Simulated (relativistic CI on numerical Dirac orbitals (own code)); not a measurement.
# One change at a time: Pr⁺

Base calculation: Dirac-Coulomb-Breit CI, KLI orbitals optimised for each configuration, a model potential for QED, valence Slater integrals scaled by 0.85, P86 correlation energy added to each configuration.

Configurations in the expansion (outside the closed core [Xe]): 4f³6s, 4f³5d, 4f²5d², 4f³6p, 4f²6s5d, 4f²6s², 4f²6s6p, 4f³6d, 4f²5d6d, 4f²6s7p, 4f²6p², 4f³6f, 4f6s²5f, 4f³7s, 4f³6g, 4f²5d7s, 4f6s5d6f, 4f²6s5f, 4f²6s8s, 4f6s²6f, 4f6s5g6p, 4f⁴, 4f²5f6p, 4f²6s7d, 4f²6s7s, 4f²5d6p, 4f5d²6p, 4f5d6p², 4f6s5d², 4f5d³, 6s5d³, 6s²5d², 6s5d²6p, 4f5d²6d, 4f6s²5d, 6s²5d6p, 4f²6p6d, 4f5d6p6d, 4f6p²6d, 4f6s7s², 4f5d7s², 4f6p7s², 6s5d7s², 6s²7s², 6s6p7s², 4f6d7s², 4f6s²5g, 6s²5d5g, 6s²5g6p, 4f6s²6g, 6s²5d6g, 6s²6p6g. Double excitations out of closed p, d and f shells are left out; levels of such configurations are missing from the list, as are those of other unlisted configurations, and high levels can miss mixing partners.

Variants: (1) no correlation estimate; (2) self-excluded LDA correlation estimate; (3) QED terms removed; (4) one mean potential for all configurations. Shifts of the energy above 4f²5d² ⁵L6, in cm⁻¹, for the lowest level and the first level of each name with at least 55 % of one term (blank where a level changes its place among those of its configuration and J or its character, or is not in the variant):

```tsv
Level	Base	Δ(1)	Δ(2)	Δ(3)	Δ(4)
4f²5d² ⁵L6	0.0	0.0	0.0	0.0	0.0
4f²5d² ⁵L7	1280.1	+24.4	-2.5	-6.3	+237.5
4f²5d² ⁵I4	1843.8	-239.6	+14.5	-3.9	+274.8
4f²5d² ⁵L8	2659.0	+30.0	-2.7	-13.2	+497.5
4f²5d² ⁵I5	2762.1	+276.9	+18.8	-9.5	+484.6
4f²5d² ⁵K5	3141.3	+268.6	+35.7	-8.7	+701.6
4f²5d² ⁵I6	3780.4	-324.2	+24.1	-15.0	+699.2
4f³6s ⁵I°4	4145.6	-72.4	+186.7	+10.7	-10180.0
4f²5d² ⁵L9	4155.1	+30.1	-2.2	-20.9	+780.1
4f²6s5d ⁵I4	4350.7	-1926.5	+423.5	-66.7	
4f²6s5d ⁵K5	4412.7	-2491.0	+442.0	-66.1	
4f²5d² ⁵K6	4519.3	-236.4	+36.3	-15.2	+1072.3
4f³6s ⁵I°5	4731.4	-65.4	+185.3	+9.8	-10211.5
4f²5d² ⁵I7	5020.8		+46.0	-24.6
```

Correlation outside the listed configurations is missing or only estimated: errors of thousands of cm⁻¹ between configurations and terms are usual at this charge. Rates and lifetimes follow the computed energies and can be off by large factors. The fine structure of a lone outer electron comes out too small, for d and f at times inverted, and misplaced configurations move strength between like terms. 14 of the 19 excited levels that our extract of the measured tables holds in this range could be paired (the sources list more); they are missed by 1382 cm⁻¹ on average and 10000 at most, and levels without a partner can miss by more. Some levels of the ground configuration have no partner and can miss by 10 % or more. The computed lowest level isn't the tabulated ground level, which NIST ASD gives as 4f3 (4I*<9/2>) 6s<1/2> (9/2,1/2)°4.

Ionisation energy from the two ground configurations alone: base 10.28 eV; no correlation estimate 9.738 eV; self-excluded LDA correlation estimate 10.38 eV; QED terms removed 10.29 eV. The NIST ASD value (semi-empirical) is 10.631 eV. The gap of more than 2 % comes from missing correlation, or from a tabulated value that is itself an estimate.

LS names give the leading component of a level, which can be under half, so a name can repeat, a term be missing and a line seem to break the LS rules.
